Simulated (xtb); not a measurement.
C4H5 (SMILES C=[C]C=C), doublet, from a rough starting geometry; GFN2-xTB in xtb 6.7.1.

xtb was given this input:
```
$ xtb mol.xyz --gfn 2 --uhf 1 --opt vtight --json

# file mol.xyz
9

C      0.69604887     1.73553310    -0.00044938
C      0.75967283     0.39612613    -0.02164734
C     -0.42174833    -0.43656512     0.00057632
C     -0.48952570    -1.75538216    -0.02063047
H      1.63710896     2.31612365     0.01073190
H     -0.14728829     2.34572684     0.03112861
H     -1.42960692     0.09763423     0.02194852
H      0.54942577    -2.30893829    -0.04714600
H     -1.36264836    -2.32116141    -0.02275728
```

Question: Predict the main parts of the log of this xtb run.

Answer: 
```
   ID    Z sym.   atoms
    1    6 C      1-4
    2    1 H      5-9

           -------------------------------------------------
          |                Calculation Setup                |
           -------------------------------------------------

           -------------------------------------------------
          |                 G F N 2 - x T B                 |
           -------------------------------------------------

          ...................................................
          :                      SETUP                      :
          :.................................................:
          :  # basis functions                  21          :
          :  # atomic orbitals                  21          :
          :  # shells                           13          :
          :  # electrons                        21          :
          :  max. iterations                   250          :
          :  Hamiltonian                  GFN2-xTB          :
          :  restarted?                      false          :
          :  GBSA solvation                  false          :
          :  PC potential                    false          :
          :  electronic temp.          300.0000000     K    :
          :  accuracy                    1.0000000          :
          :  -> integral cutoff          0.2500000E+02      :
          :  -> integral neglect         0.1000000E-07      :
          :  -> SCF convergence          0.1000000E-05 Eh   :
          :  -> wf. convergence          0.1000000E-03 e    :
          :  Broyden damping             0.4000000          :
          :  net charge                          0          :
          :  unpaired electrons                  1          :
          ...................................................

 iter      E             dE          RMSdq      gap      omega  full diag
   1    -11.1236277 -0.111236E+02  0.553E+00    2.32       0.0  T
   2    -11.1342950 -0.106674E-01  0.335E+00    2.36       1.0  T
   3    -11.1180677  0.162273E-01  0.163E+00    2.09       1.0  T
   4    -11.1354537 -0.173860E-01  0.443E-01    2.36       1.0  T
   5    -11.1365694 -0.111568E-02  0.163E-01    2.31       1.0  T
   6    -11.1367051 -0.135767E-03  0.549E-02    2.30       1.0  T
   7    -11.1367099 -0.470666E-05  0.305E-02    2.31       1.1  T
   8    -11.1367126 -0.279333E-05  0.656E-03    2.31       5.1  T
   9    -11.1367129 -0.225593E-06  0.339E-03    2.31       9.8  T
  10    -11.1367130 -0.876508E-07  0.426E-04    2.31      78.3  T
  11    -11.1367130 -0.217764E-09  0.193E-04    2.31     173.1  T

   *** convergence criteria satisfied after 11 iterations ***

         :::::::::::::::::::::::::::::::::::::::::::::::::::::
         ::                     SUMMARY                     ::
         :::::::::::::::::::::::::::::::::::::::::::::::::::::
         :: total energy             -10.931465228252 Eh    ::
         :: gradient norm              0.133161911188 Eh/a0 ::
         :: HOMO-LUMO gap              2.306328897988 eV    ::
         ::.................................................::
         :: SCC energy               -11.136713653647 Eh    ::
         :: -> isotropic ES            0.001377582866 Eh    ::
         :: -> anisotropic ES          0.002856376618 Eh    ::
         :: -> anisotropic XC          0.011319934780 Eh    ::
         :: -> dispersion             -0.003806798814 Eh    ::
         :: repulsion energy           0.205248425396 Eh    ::
         :: add. restraining           0.000000000000 Eh    ::
         :: total charge              -0.000000000000 e     ::
         :::::::::::::::::::::::::::::::::::::::::::::::::::::

      -----------------------------------------------------------
     |                   =====================                   |
     |                        A N C O P T                        |
     |                   =====================                   |
[...]
 * total energy  :   -10.9711303 Eh     change       -0.3922283E-03 Eh
 * total energy  :   -10.9713029 Eh     change       -0.1725227E-03 Eh
 * total energy  :   -10.9706971 Eh     change        0.6057545E-03 Eh
 * total energy  :   -10.9714121 Eh     change       -0.7149731E-03 Eh
 * total energy  :   -10.9714273 Eh     change       -0.1525755E-04 Eh
 * total energy  :   -10.9714432 Eh     change       -0.1587636E-04 Eh
 * total energy  :   -10.9714648 Eh     change       -0.2154798E-04 Eh
 * total energy  :   -10.9714825 Eh     change       -0.1773756E-04 Eh
 * total energy  :   -10.9714924 Eh     change       -0.9862817E-05 Eh
 * total energy  :   -10.9714936 Eh     change       -0.1195443E-05 Eh
 * total energy  :   -10.9714940 Eh     change       -0.3989567E-06 Eh
 * total energy  :   -10.9714940 Eh     change       -0.3797130E-07 Eh
   *** GEOMETRY OPTIMIZATION CONVERGED AFTER 32 ITERATIONS ***
         :: total energy             -10.971493993406 Eh    ::
[...]
         5        2.0000           -0.4979767             -13.5506
         6        2.0000           -0.4930142             -13.4156
         7        2.0000           -0.4743761             -12.9084
         8        2.0000           -0.4407083             -11.9923
         9        2.0000           -0.4236233             -11.5274
        10        2.0000           -0.4030308             -10.9670
        11        1.0000           -0.3078286              -8.3764 (HOMO)
        12                         -0.1909119              -5.1950 (LUMO)
        13                         -0.1571234              -4.2755
        14                          0.1124938               3.0611
        15                          0.1597346               4.3466
        16                          0.1947447               5.2993
        17                          0.2637236               7.1763
        18                          0.3086049               8.3976
        19                          0.4340993              11.8124
        20                          0.4983661              13.5612
        21                          1.0150262              27.6203
      -------------------------------------------------------------
                  HL-Gap            0.1169167 Eh            3.1815 eV
             Fermi-level           -0.3024000 Eh           -8.2287 eV

     #   Z          covCN         q      C6AA      α(0)
     1   6 C        2.832    -0.097    30.427     9.039
     2   6 C        1.975    -0.017    31.510     9.065
     3   6 C        2.886    -0.020    28.512     8.754
     4   6 C        2.847    -0.097    30.440     9.042
     5   1 H        0.925     0.059     2.205     2.322
     6   1 H        0.925     0.059     2.205     2.322
     7   1 H        0.925     0.047     2.360     2.402
     8   1 H        0.926     0.033     2.549     2.497
     9   1 H        0.926     0.033     2.543     2.494

 Mol. C6AA /au·bohr⁶  :        880.713938
 Mol. C8AA /au·bohr⁸  :      21017.738300
 Mol. α(0) /au        :         47.937939

Wiberg/Mayer (AO) data.
largest (>0.10) Wiberg bond orders for each atom

 ---------------------------------------------------------------------------
     #   Z sym  total        # sym  WBO       # sym  WBO       # sym  WBO
 ---------------------------------------------------------------------------
     1   6 C    3.986 --     2 C    2.036     5 H    0.927     6 H    0.927
     2   6 C    3.807 --     1 C    2.036     3 C    1.498     4 C    0.210
     3   6 C    3.992 --     2 C    1.498     4 C    1.492     7 H    0.937
     4   6 C    3.743 --     3 C    1.492     9 H    0.982     8 H    0.982
                             2 C    0.210
     5   1 H    0.995 --     1 C    0.927
     6   1 H    0.995 --     1 C    0.927
     7   1 H    0.998 --     3 C    0.937
     8   1 H    0.999 --     4 C    0.982
     9   1 H    0.999 --     4 C    0.982
 ---------------------------------------------------------------------------

Topologies differ in total number of bonds
Writing topology from bond orders to xtbtopo.mol

molecular dipole:
                 x           y           z       tot (Debye)
 q only:        0.021       0.187       0.016
   full:        0.025       0.212       0.017       0.544
molecular quadrupole (traceless):
                xx          xy          yy          xz          yz          zz
 q only:        0.183       0.849       0.492      -0.210      -0.150      -0.675
  q+dip:        0.627       2.676       1.787      -0.795      -0.387      -2.414
   full:        0.439       1.523       0.819      -0.437      -0.264      -1.257

optimized geometry written to: xtbopt.xyz

           -------------------------------------------------
          | TOTAL ENERGY              -10.971493993406 Eh   |
          | GRADIENT NORM               0.000088618750 Eh/α |
          | HOMO-LUMO GAP               3.181466392514 eV   |
           -------------------------------------------------

normal termination of xtb
```
